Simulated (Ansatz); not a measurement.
Cost and result for the atomization energy of Cl2F6Si2Sn (`F[Si](F)(F)[Sn]([Cl])([Cl])[Si](F)(F)F`) (11 atoms, 10 bonds).

```csv
atom,x (Å),y (Å),z (Å)
F1,-2.968,0.362,0.236
Si2,-1.792,0.718,1.222
F3,-1.790,-0.342,2.386
F4,-2.065,2.138,1.836
Sn5,0.451,0.669,-0.023
Cl6,2.080,1.286,1.508
Cl7,0.362,2.338,-1.632
Si8,1.300,-1.448,-1.197
F9,2.702,-1.200,-1.862
F10,0.285,-1.894,-2.315
F11,1.437,-2.626,-0.160
```

Total charge 0; spin multiplicity 1. Correlated methods include outer-core shells of Sn, which these sets cover unevenly. Sn takes the def2 core potential. The structure was optimised at the PBE0-D4/def2-TZVP level. It is one conformer, not always the lowest. Program: Ansatz. All runs use 4 threads of an AMD EPYC 7R13 on a shared host and a share of an NVIDIA H100 80 GB. Times are those of one run each, without the atoms' runs, and a repeat can differ threefold. Electronic energies, without spin–orbit coupling; frozen cores. CCSD(T)/CBS adds CCSD(T) − MP2 in def2-TZVPP to the MP2 limit, and its time is that of the two runs behind it. T1 = 0.013. With those shells the extrapolation isn't a true limit.

CCSD(T)/CBS is a level of theory with its own doubt, some kJ/mol a heavy atom from the limit and from the frozen cores, so smaller differences don't rank the functionals.

| level | functions | wall time |
| --- | --- | --- |
| LDA (SPW92)/def2-TZVPP | 404 | 2.1 s |
| revPBE-D4/def2-TZVPP | 404 | 2.2 s |
| PBE-D4/def2-TZVPP (with forces) | 404 | 3 s |
| BLYP-D4/def2-TZVPP | 404 | 3.1 s |
| B97M-V/def2-TZVPP | 404 | 4.3 s |
| BHLYP-D4/def2-TZVPP | 404 | 5.5 s |
| r2SCANh-D4/def2-TZVPP | 404 | 6 s |
| MP2/def2-QZVPP | 704 | 6.5 s |
| PBE-QIDH/def2-TZVPP | 404 | 6.5 s |
| ωB97M-V/def2-TZVPP (with forces) | 404 | 7 s |
| CCSD(T)/def2-SVP | 182 | 8 s |
| CCSD(T)/def2-TZVPP | 404 | 47 s |
| CCSD(T)/CBS(def2) | – | 53 s |

(1) What atomization energy does each give, and how far from CCSD(T)/CBS? (Best estimate.)

Results:

(1) Ansatz gave: 
| level | atomization (kJ/mol) | difference from CCSD(T)/CBS | per bond |
| --- | --- | --- | --- |
| LDA (SPW92)/def2-TZVPP | 5253.9 | 686.6 | 68.7 |
| revPBE-D4/def2-TZVPP | 4425.4 | -141.9 | -14.2 |
| PBE-D4/def2-TZVPP (with forces) | 4595.2 | 27.9 | 2.8 |
| BLYP-D4/def2-TZVPP | 4477.5 | -89.8 | -9.0 |
| B97M-V/def2-TZVPP | 4555.3 | -12.0 | -1.2 |
| BHLYP-D4/def2-TZVPP | 4280.7 | -286.6 | -28.7 |
| r2SCANh-D4/def2-TZVPP | 4484.6 | -82.7 | -8.3 |
| MP2/def2-QZVPP | 4740.7 | 173.4 | 17.3 |
| PBE-QIDH/def2-TZVPP | 4467.5 | -99.8 | -10.0 |
| ωB97M-V/def2-TZVPP (with forces) | 4517.8 | -49.5 | -4.9 |
| CCSD(T)/def2-SVP | 4034.0 | -533.3 | -53.3 |
| CCSD(T)/def2-TZVPP | 4384.6 | -182.7 | -18.3 |
| CCSD(T)/CBS(def2) | 4567.3 | 0.0 | 0.0 |

Leaving LDA and LC-ωPBE aside and taking each functional with its dispersion term where it has one, the values spread over 314.4 kJ/mol, from BHLYP-D4 to PBE-D4. LDA lies +705.1 kJ/mol from PBE without D4, its usual overbinding. At CCSD(T), def2-SVP lies −533.3 kJ/mol from the extrapolated value and def2-TZVPP −182.7 kJ/mol: correlation converges slowly with the basis, and small sets miss more of it in the bonded molecule than in its fragments. From BLYP to BHLYP (50 % exact exchange), in def2-TZVPP and without D4, the atomization energy moves by −171.3 kJ/mol: exact exchange takes away binding that semilocal exchange gives to molecules.

Spin–orbit coupling would lower the free Sn atoms strongly, and the atomization energy with them, by more than many differences here. For some Ge, Se and Sn compounds the MP2-based and the directly extrapolated limit differ by 10 to 25 kJ/mol.
